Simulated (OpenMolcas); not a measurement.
N+: effect of the active space

```yaml
Program: OpenMolcas 26.06
Method: SS-CASPT2 or its RAS form, IPEA 0.25 Eh, imaginary shift 0.1 Eh
Basis: ANO-RCC-VTZP
Scalar_Hamiltonian: DKH2, point nucleus
Spin-orbit_coupling: RASSI with atomic mean-field integrals over the reference wave functions, term energies averaged over their components
```

A. 2 electrons in 3 orbitals (2p); 2S+1 = 3 even, 3 roots; 2S+1 = 1 even, 6 roots; closed shells correlated: 1s 2s; CASPT2 step roughly 0.5 core-seconds
B. 4 electrons in 4 orbitals (2s 2p); 2S+1 = 3 even, 6 roots; 2S+1 = 1 even, 6 roots; 2S+1 = 5 odd, 1 root; 2S+1 = 3 odd, 9 roots; 2S+1 = 1 odd, 8 roots; closed shells correlated: 1s; CASPT2 step about 1.6 core-seconds
C. 4 electrons in 8 orbitals (2s 2p 3s 3p); 2S+1 = 3 even, 3 roots; 2S+1 = 1 even, 6 roots; 2S+1 = 5 odd, 1 root; 2S+1 = 3 odd, 9 roots; 2S+1 = 1 odd, 8 roots; closed shells correlated: 1s; CASPT2 step about 4 core-seconds
D. 4 electrons in 9 orbitals (RAS2 2s 2p; RAS3 3d, at most 2 electrons); 2S+1 = 3 even, 6 roots; 2S+1 = 1 even, 11 roots; 2S+1 = 5 odd, 1 root; 2S+1 = 3 odd, 9 roots; 2S+1 = 1 odd, 8 roots; closed shells correlated: 1s; CASPT2 step roughly 20 core-seconds

Energies in cm-1 above 2s2 2p2 3P0, the measured ground level; measured values from NIST Handbook of Basic Atomic Spectroscopic Data.

| Level | A | B | C | D | Measured |
| --- | --- | --- | --- | --- | --- |
| 2s2 2p2 3P0 | 0.0 | 0.0 | 0.0 | 0.0 | 0.0 |
| 2s2 2p2 3P1 | 47.3 | 44.1 | 45.5 | 43.6 | 48.7 |
| 2s2 2p2 3P2 | 141 | 131 | 135 | 130 | 131 |
| 2s2 2p2 1D2 | 15560 | 15350 | 15720 | 15910 | 15316 |
| 2s2 2p2 1S0 | 35380 | 31890 | 32400 | 33440 | 32689 |

Deviations, from unrounded energies. A percentage is the sum of absolute deviations over the sum of measured energies, with the sign that they share, or ± where signs differ.

```tsv
Against measurement	Levels	A	B	C	D
mean absolute deviation (cm-1)	4	740	210	180	340
fine structure of the ground term (%)	2	±6.3	±2.6	±4.2	-3.5
other terms of the ground configuration (%)	2	+6.1	±1.7	±1.4	+2.8
```

C lies closest to measurement on these levels and A furthest from it. The largest miss of C in the table is 2s2 2p2 1D2, by +410 cm-1. The ranking rests on the paired levels alone, and a cruder setting can come out closer through cancelling errors.

Among A to D the level of the table that moves most is 2s2 2p2 1S0, by 3500 cm-1 (lowest in B, highest in A). Moves below CASPT2's spread within the term are not significant.

CASPT2 does not keep the components of a term degenerate, so their means are used; among the terms shown or strongly mixed into the levels shown the widest spread is 96 cm-1 (2s2 2p2 1D, A). With the s shell closed, the reference lacks s² → p² mixing (holds for A). The run also gave levels led by 2s2 2p 3s, which use shells meant for correlation; these and all levels above them are left out (holds for C). Active for correlation alone: 3d; no level in the range computed is led by a configuration that fills it, so any true level of that kind is missing (holds for D). Measured partners are found by configuration, term and J. A level has none where our copy of the source lacks it or the pairing is in doubt (some pairs that miss far off the trend of their configuration count as doubtful), and it then counts in no deviation. Only configurations of the active space appear. The table leaves out levels that lie high or whose names do not pair safely across all columns.
